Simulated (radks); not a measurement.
Values are calculated unless marked as measured or tabulated.
Numerical settings for the germanium ion Ge7+, [Ar] 3d7. Code: a radial shooting solver on a logarithmic mesh with Libxc functionals. Model: scalar-relativistic Kohn-Sham, r2SCAN, spin-polarised, spherical densities, finite nucleus; open shells are filled with parallel spins first; meta-GGA in the generalised Kohn-Sham scheme; Fermi nuclear charge, rms radius 4.0742 fm. The defaults (mesh step 0.008 in ln r, mesh end at 40 bohr or more with all orbitals vanishing there, Anderson mixing 0.5 over 9 steps, residual threshold near 1e-9 with the energy settled to 1e-9 hartree or 1e-11 of itself, here a cap of 83 iterations) give E = -2082.349 hartree and 3d at -160.38 eV in 12 iterations. Times are rough (one thread of a shared host). One setting is changed at a time: mesh step in ln r 0.05; mesh step in ln r 0.12; mesh step in ln r 0.03; mesh end (bohr) 12; mesh end (bohr) 400; residual threshold 1e-05; residual threshold 0.01; mixing 2.5; linear mixing, mixing 0.05; linear mixing, mixing 0.2; mixing history 20; iteration cap 2. Which runs fail to converge, and which converge to a wrong energy?

Answer. Not converged within the cap: mesh step in ln r 0.12; linear mixing, mixing 0.05; iteration cap 2. No run marked as converged misses the energy by more than 1 mhartree.
